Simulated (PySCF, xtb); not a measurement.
Cl3HHfS, SMILES [SH][Hf]([Cl])([Cl])[Cl], multiplicity 1.

GFN2-xTB run with xtb at its own geometry gives an orbital gap of 1.82 eV and a dipole moment of 0.85 D.

Geometry: B3LYP-D3(BJ)/def2-SVP. The multiplicity is an assumed one; other spin states were not compared. The def2 effective core potentials stand for the cores of Hf; spin–orbit coupling is left out. Other conformers were not sampled.

Problem. What does PBE0/def2-TZVP (PySCF) give? (An estimate is asked for; the answer gives what the named calculation found.)

Solution. gap 5.82 eV (levels -8.26 and -2.44 eV), dipole 0.66 D.
